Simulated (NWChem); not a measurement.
**Atomisation of C2H5BO2**

```xyz
10

B     -1.3891     1.3452     0.4820
H     -0.8869     1.6539     1.5330
H     -2.4122     1.8221     0.0579
O     -0.8296     0.3710    -0.2932
C      0.3970    -0.1943    -0.0256
C      0.4986    -1.5577    -0.6321
O      1.2479     0.3779     0.5827
H      1.4836    -1.9882    -0.4221
H      0.3362    -1.4885    -1.7180
H     -0.2957    -2.2046    -0.2309
```
Charge 0, spin multiplicity 1.

Program: NWChem. Structure: optimised with PBE0/def2-SVP, a minimum by its harmonic frequencies. It is one conformer; others weren't searched.

Basis set: def2-TZVP. The atomisation energy is electronic alone: no zero-point, thermal, spin-orbit or counterpoise terms. No value is extrapolated to the basis-set limit. Free atoms are single determinants with multiplicities B 2, H 2, O 3, C 3. Correlated methods freeze the same cores in atoms and molecule, 5 orbitals in all.

Costs are rough ratios of processor time within this set of runs, SCF included, with PBE0 as 1. Costs are the molecule's.

B3LYP has NWChem's definition, with VWN1-RPA local correlation. GW and range-separated runs recompute their integrals, the others keep them in memory, which bears on the times. The structure started from a generated list of species. The stability of the SCF solutions was not checked. Open-shell Hartree-Fock references start from PBE0 orbitals; any time given for them includes that run.

```json
[
 {"method": "PBE0", "atomisation energy (kcal/mol)": "…", "relative cost": "1"},
 {"method": "TPSS", "atomisation energy (kcal/mol)": "…", "relative cost": "under 3"},
 {"method": "PBE", "atomisation energy (kcal/mol)": "1023.3", "relative cost": "under 3"},
 {"method": "B3LYP", "atomisation energy (kcal/mol)": "993.2", "relative cost": "under 3"},
 {"method": "M06-2X", "atomisation energy (kcal/mol)": "…", "relative cost": "under 3"},
 {"method": "LDA (SVWN5)", "atomisation energy (kcal/mol)": "1154.9", "relative cost": "under 3"},
 {"method": "HF", "atomisation energy (kcal/mol)": "728.1", "relative cost": "under 3"},
 {"method": "MP2", "atomisation energy (kcal/mol)": "988.8", "relative cost": "under 3"},
 {"method": "CAM-B3LYP", "atomisation energy (kcal/mol)": "…", "relative cost": "5"}
]
```

### Question
Some entries are withheld; supply them.

### Answer

- PBE0, atomisation energy (kcal/mol): 998.9
- TPSS, atomisation energy (kcal/mol): 999.5
- M06-2X, atomisation energy (kcal/mol): 1002.2
- CAM-B3LYP, atomisation energy (kcal/mol): 1002.0
